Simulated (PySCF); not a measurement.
**Structure from NMR data**

The spectra below were simulated for a compound C6H13OP.

¹H NMR (300 MHz, computed): δ 6.50 (m, 1H), 1.88 (m, 1H), 1.77 (m, 1H), 1.60 (m, 1H), 1.49 (m, 1H), 1.41 (m, 1H), 1.25 (m, 1H), 1.22 (m, 3H), 1.20 (m, 1H), 1.09 (m, 1H), 0.90 (m, 1H).

¹³C{¹H} NMR (computed): δ 38.1 (CH), 33.5 (CH2), 31.1 (CH2), 28.9 (CH2), 25.2 (CH2), 16.1 (CH3).

[PySCF 2.14.0 with density-fitted response routines: PBE0/pcSseg-1 with gauge-including orbitals; structure optimised with PBE0-D3(BJ)/def2-SVP; single conformer; averaged over atoms made equivalent by symmetry, fast rotation or ring inversion; gas phase; non-relativistic Hamiltonian]

Referencing at the same level of theory: ¹H (σ = 31.27 ppm) and ¹³C (σ = 184.41 ppm) against TMS.

Propose a structure and justify it.

Answers


- 6 carbon signals for 6 carbons: no two carbons are equivalent.
- Carbon types of the structure: 1 × CH, 4 × CH2, 1 × CH3, leaving 1 H on heteroatoms.
- δC 38.1: sp3 CH bonded to P.
- δC 33.5, 28.9, 25.2: sp3 CH2 in a ring; saturated and bonded to C and H only.
- δC 31.1: sp3 CH2 bonded to P.
- δC 16.1: methyl carbon; aliphatic region, no heteroatom directly attached.
- δH 1.88, 1.41: hydrogen on an sp3 CH2 bonded to P.
- δH 1.77, 1.60, 1.49, 1.25, 1.09, 0.90: hydrogen on an sp3 CH2 in a ring.
- δH 1.22: hydrogen on a methyl carbon.

Structure: SMILES C[C@@H]1CCCC[P@H]1=O.

This is the structure that produced the data.

Splittings by ³¹P in the carbon and heteronuclear signals aren't shown, as no couplings were computed. Shifts are as computed. Against solution values, carbons near 30 ppm lie about +2 ppm off and those near 130 ppm about +5 ppm. Of 1211 compounds with measured shifts, 218 miss one by over three times the rms of a fit or turn the order of signals round; such compounds aren't used in these exercises. Multiplicities follow the n + 1 count of equivalent neighbours, as no J values were calculated; m marks all less simple cases, F and P coupling included.
